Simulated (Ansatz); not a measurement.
Single points on W3O9⁻.

```yaml
crystal:
  periodic: [false, false, false]
  atoms:
    - {symbol: W, position_ang: [1.350662, -0.824109, -0.214747]}
    - {symbol: W, position_ang: [0.816077, 1.945184, -0.755799]}
    - {symbol: W, position_ang: [-1.460696, 0.561845, 0.316657]}
    - {symbol: O, position_ang: [2.978073, -1.275141, 0.739408]}
    - {symbol: O, position_ang: [-0.454629, -1.083662, 0.421097]}
    - {symbol: O, position_ang: [-1.631912, 1.038790, 1.963643]}
    - {symbol: O, position_ang: [-0.992895, 2.304235, -0.574949]}
    - {symbol: O, position_ang: [-2.945460, -0.612646, -0.158537]}
    - {symbol: O, position_ang: [1.815686, -2.080329, 1.204906]}
    - {symbol: O, position_ang: [1.373349, -1.654992, -1.724212]}
    - {symbol: O, position_ang: [-3.176009, 0.803314, -0.556099]}
    - {symbol: O, position_ang: [2.327753, 0.877520, -0.661379]}
basis:
  gaussian: {orbitals: def2-SVP, initial_orbitals: start.molden}
total_charge: -1
magnetization: {spin_polarized: true, initial_magnetization: 1}
hamiltonian: {xc: {name: B97M-V}}
scf: {omitted_lower_state_checks: [starts]}
output: {orbitals: {seedname: orbitals}}
```

The file start.molden holds the orbitals of an earlier run on this structure, at another level or in another basis.

```sh
$ ansatz run in.yaml --threads 4 --pin off --events-out ev --progress --plain --max-ram 6963MiB
```

It prints (some lines left out):

```
Functional definition: B97M-V
2208 factors; their error is unknown
mean field evaluation 1: about -23887.3736 eV, gradient 8.6e0 eV
mean field evaluation 2: about -23887.6502 eV, gradient 3.0e-1 eV
mean field evaluation 4: about -23887.5305 eV, gradient 4.2e-3 eV
mean field evaluation 8: about -23887.5305 eV, gradient 2.3e-5 eV
mean field -23887.53049739 eV, -877.8505542294 hartree, gradient 8.5e-6 eV, S^2 0.760055; 0 other end points of the search recorded, 0 dependent functions left out
reference -23887.53061861 eV, -877.8505586843 hartree; 58, 57 occupied and 164, 165 virtual orbitals, 2208 factors
Total energy: -23887.53061861 eV, -877.8505586843 hartree
Checks for a lower state left out: starts
```

Run time 1.8 min (4 threads of Arm Neoverse N1 on a shared host), peak host memory 1.1 GiB.

As the first input, with `gaussian: {orbitals: def2-SVPD, initial_orbitals: start.molden}`, `hamiltonian: {xc: pbe, dispersion: d4}` (abridged; 43 s):

```
Functional definition: PBE
mean field -23882.41048201 eV, -877.6623971347 hartree, gradient 6.6e-6 eV, S^2 0.760464
Total energy: -23883.06858884 eV, -877.6865821147 hartree
Checks for a lower state left out: starts
```

As the first input, with `hamiltonian: {xc: r2scan, dispersion: d4}` (abridged; 2.5 min):

```
Functional definition: r2SCAN
mean field -23889.08108216 eV, -877.9075371688 hartree, gradient 1.0e-5 eV, S^2 0.760766
Total energy: -23889.24068686 eV, -877.9134025334 hartree
Checks for a lower state left out: starts
```

The first input with `gaussian: {orbitals: def2-SVPD, initial_orbitals: start.molden}`, `hamiltonian: {xc: pbe0, dispersion: d4}` (abridged; 5.6 min):

```
Functional definition: PBE0
mean field -23874.58561741 eV, -877.3748386645 hartree, gradient 5.8e-6 eV, S^2 0.761888
Total energy: -23875.15962542 eV, -877.3959330698 hartree
Checks for a lower state left out: starts
```

First input, but with `hamiltonian: {xc: pbe0, dispersion: d4}` (abridged; 60 s):

```
Functional definition: PBE0
mean field evaluation 16: about -23873.0001 eV, gradient 9.9e-4 eV
mean field -23873.00010659 eV, -877.3165722167 hartree, gradient 8.8e-6 eV, S^2 0.759456
Total energy: -23873.57412920 eV, -877.3376671585 hartree
Checks for a lower state left out: starts
```

First input, but with `hamiltonian: {xc: {name: B3LYP}, dispersion: d4}` (abridged; 43 s):

```
Functional definition: B3LYP
mean field -23894.96480123 eV, -878.1237598563 hartree, gradient 7.7e-6 eV, S^2 0.755389
Total energy: -23896.03339323 eV, -878.1630298880 hartree
Checks for a lower state left out: starts
```

First input, but with `hamiltonian: {xc: pbe, dispersion: d4}`, `output: {forces: true, orbitals: {seedname: orbitals}}` (abridged; 27 s):

```
Functional definition: PBE
mean field -23880.87042128 eV, -877.6058009466 hartree, gradient 6.6e-6 eV, S^2 0.758422
Total energy: -23881.52854660 eV, -877.6299866060 hartree
Atom 0 force     0.005991     0.013835     0.020420 eV/Å
Atom 1 force    -0.000429    -0.000780     0.000285 eV/Å
Atom 2 force    -0.000663    -0.001304    -0.025478 eV/Å
Atom 3 force    -0.003998    -0.008002     0.006090 eV/Å
Atom 4 force     0.000925     0.002445    -0.000933 eV/Å
Atom 5 force     0.000317     0.007730     0.016323 eV/Å
Atom 6 force    -0.000700    -0.018926     0.007323 eV/Å
Atom 7 force     0.009050     0.019287    -0.000106 eV/Å
Atom 8 force     0.005637     0.015551    -0.013413 eV/Å
Atom 9 force     0.000639    -0.005366    -0.017086 eV/Å
Atom 10 force    -0.003601    -0.010104     0.000949 eV/Å
Atom 11 force    -0.013168    -0.014366     0.005626 eV/Å
Dipole moment:     0.396751     0.945693    -0.367436 e Å
Checks for a lower state left out: starts
```

Geometry: PBE-D4/def2-SVP.

In the def2 sets W takes a core potential; there is no spin–orbit coupling. B3LYP takes the VWN-RPA correlation. The structure holds 2 bonds between oxygen atoms, so isomers without such links may lie far lower. The structure comes from a short search, and lower isomers may exist.
